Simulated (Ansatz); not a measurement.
Worked example: a bond strength in CH4ClGa (SMILES [CH3][GaH][Cl])

The species is CH4ClGa (7 atoms), meant as a singlet with charge 0. SMILES: `[CH3][GaH][Cl]`. The shape was relaxed beforehand at B3LYP/def2-SVP.

```xyz
7

C    -0.7367    0.5934   -0.2023
Ga    0.8508   -0.5437    0.0400
Cl    0.8823   -1.8182    1.8103
H    -0.4337    1.6497   -0.2880
H    -1.4370    0.4847    0.6380
H    -1.2515    0.3186   -1.1377
H     2.1256   -0.6844   -0.8602
```

Wanted: the dissociation energy of the H5–C1 bond into doublet H and doublet CH3ClGa (shapes relaxed at B3LYP/def2-SVP, no zero-point term). 1 Eh = 2625.50 kJ/mol = 27.2114 eV. Totals in Eh; open shells run unrestricted unless said.

```
          level  program       CH4ClGa  doublet H  doublet CH3ClGa
   HF/def2-TZVP   Ansatz  -2423.031737  -0.499810     -2422.406225
  PBE/def2-TZVP   Ansatz  -2425.105962  -0.499616     -2424.440509
B3LYP/def2-TZVP   Ansatz  -2425.720080  -0.502154     -2425.051249
```

Q: Work out the dissociation energy at each level.

A: 
1. HF/def2-TZVP: (-0.499810) + (-2422.406225) − (-2423.031737) = 0.125702 Eh = 330.0 kJ/mol = 3.42 eV.
2. PBE/def2-TZVP: (-0.499616) + (-2424.440509) − (-2425.105962) = 0.165837 Eh = 435.4 kJ/mol = 4.51 eV.
3. B3LYP/def2-TZVP: (-0.502154) + (-2425.051249) − (-2425.720080) = 0.166677 Eh = 437.6 kJ/mol = 4.54 eV.

The levels span 330 to 438 kJ/mol; no measured value is set beside them. Hartree–Fock lacks the correlation of the electrons that are unpaired, so it comes out low. A bond enthalpy at 298 K also holds the loss of zero-point energy and thermal terms.
